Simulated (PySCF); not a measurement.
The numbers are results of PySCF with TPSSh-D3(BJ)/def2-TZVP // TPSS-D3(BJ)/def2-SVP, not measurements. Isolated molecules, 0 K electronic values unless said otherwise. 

Reference species: [Mo(Cl)6] (neutral, multiplicity 1).

| Property | Result |
|---|---|
| mean distance from the central atom to its bonded neighbours | 2.314 Å |
| LUMO | -6.21 eV |
| coordination number | 6 |

After one change: the mean distance from the central atom to its bonded neighbours falls by 0.160 Å; the LUMO decreases by 0.05 eV; the coordination number is nearly the same.

What was changed between the two runs? The new species is one of these.
A) [Mo(Cl)(F)5]
B) [Mo(Cl)2(F)4]
C) [Mo(Cl)4(F)2]
D) [Mo(Cl)5(F)]

C, [Mo(Cl)4(F)2]
